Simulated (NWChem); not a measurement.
System: AgNH4S; SMILES [NH3]->[Ag][SH]

Output (shortened):

```
             Northwest Computational Chemistry Package (NWChem) 7.3.0
             --------------------------------------------------------

 C1  symmetry detected

                             Geometry "geometry" -> ""
                             -------------------------

 Output coordinates in angstroms (scale by  1.889725989 to convert to a.u.)

  No.       Tag          Charge          X              Y              Z
 ---- ---------------- ---------- -------------- -------------- --------------
    1 Ag                  47.0000    -0.00098254     0.22083342     0.00000564
    2 S                   16.0000    -0.06042539    -2.08882939     0.00001107
    3 H                    1.0000     1.28349500    -2.24093616     0.00000214
    4 N                    7.0000    -0.02488904     2.41416136     0.00006281
    5 H                    1.0000    -0.97671630     2.77843027    -0.04160240
    6 H                    1.0000     0.47593810     2.80277066    -0.79878926
    7 H                    1.0000     0.40449202     2.80270521     0.83950767

 Effective nuclear repulsion energy (a.u.)     325.2331984025

                                 NWChem DFT Module
                                 -----------------

 Summary of "ao basis" -> "ao basis" (spherical)
 ------------------------------------------------------------------------------
       Tag                 Description            Shells   Functions and Types
 ---------------- ------------------------------  ------  ---------------------
 Ag                         def2-svp                11       31   5s3p2d1f
 S                          def2-svp                 8       18   4s3p1d
 H                          def2-svp                 3        5   2s1p
 N                          def2-svp                 6       14   3s2p1d

            General Information
            -------------------
          SCF calculation type: DFT
          Wavefunction type:  closed shell.
          No. of atoms     :     7
          No. of electrons :    46
           Alpha electrons :    23
            Beta electrons :    23
          Charge           :     0
          Spin multiplicity:     1
          Use of symmetry is: off; symmetry adaption is: off
          Maximum number of iterations: 150
          AO basis - number of functions:    83
                     number of shells:    37
          Convergence on energy requested:  1.00D-06
          Convergence on density requested:  1.00D-05
          Convergence on gradient requested:  5.00D-04

              XC Information
              --------------
                      r^2SCAN Method XC Functional
               r^2SCAN metaGGA Exchange Functional  1.000
                     r^2SCAN Correlation Potential  1.000

             Grid Information
             ----------------
          Grid used for XC integration:  xfine
          Radial quadrature: Mura-Knowles
          Angular quadrature: Lebedev.
          Tag              B.-S. Rad. Rad. Pts. Rad. Cut. Ang. Pts.
          ---              ---------- --------- --------- ---------
          Ag                  1.60      205          10.0      1454
          S                   1.00      125          13.0      1454
          H                   0.35      100          13.0      1202
          N                   0.65      100          12.0      1454
          Grid pruning is: on
          Number of quadrature shells:   830
          Spatial weights used:  Erf1

      Superposition of Atomic Density Guess
      -------------------------------------

 Sum of atomic energies:        -621.24515606

      Non-variational initial energy
      ------------------------------

 Total energy =    -600.186510
 1-e energy   =   -1189.579724
 2-e energy   =     435.599754
 HOMO         =      -0.310990
 LUMO         =      -0.059160

     ---------------------------------------------
      Total Density - Mulliken Population Analysis
     ---------------------------------------------

    Atom       Charge   Shell Charges
 -----------   ------   -------------------------------------------------------
    1 Ag  19    19.03  -0.49  1.68  0.81  0.72  0.14  5.98  0.14  0.08  9.32  0.66  0.00
    2 S   16    16.52   2.00  1.99  1.21  0.62  5.94  1.81  2.92  0.03
    3 H    1     0.80   0.58  0.19  0.03
    4 N    7     7.39   1.99  1.00  0.40  2.42  1.58  0.01
    5 H    1     0.75   0.59  0.12  0.04
    6 H    1     0.75   0.59  0.12  0.04
    7 H    1     0.75   0.59  0.12  0.04

[...]

                         DFT ENERGY GRADIENTS

    atom               coordinates                        gradient
                 x          y          z           x          y          z
   1 Ag     -0.001857   0.417315   0.000011   -0.000139   0.000695  -0.000002
   2 S      -0.114187  -3.947315   0.000021    0.000698  -0.002258  -0.000001
   3 H       2.425454  -4.234755   0.000004   -0.000548  -0.000297   0.000001
   4 N      -0.047033   4.562103   0.000119   -0.000034   0.003316  -0.000000
   5 H      -1.845726   5.250472  -0.078617    0.001229  -0.000467   0.000054
   6 H       0.899393   5.296469  -1.509493   -0.000650  -0.000495   0.001027
   7 H       0.764379   5.296345   1.586439   -0.000556  -0.000494  -0.001079
```

Level: r2SCAN/def2-SVP with def2 effective core potentials on Ag. Geometry: optimised at PBE0/def2-SVP. def2 effective core potentials on Ag; no spin-orbit coupling.

Problem. Which NWChem input produces such a log?

Solution. One answer among several that fit: the input that was run:
```
start job
memory heap 200 mb stack 900 mb global 1100 mb
geometry units angstroms noautoz
  Ag    -0.035938     0.279024     0.000542
  S     -0.098810    -2.030548     0.000291
  H      1.244883    -2.184650     0.000696
  N     -0.056588     2.472385     0.000817
  H     -1.007860     2.838071    -0.041115
  H      0.445071     2.860332    -0.797835
  H      0.373101     2.860205     0.840439
end
basis spherical
  Ag library def2-svp
  S library def2-svp
  H library def2-svp
  N library def2-svp
end
ecp
  Ag library def2-ecp
end
dft
  xc r2scan
  grid xfine
  iterations 150
  mulliken
end
task dft gradient
```
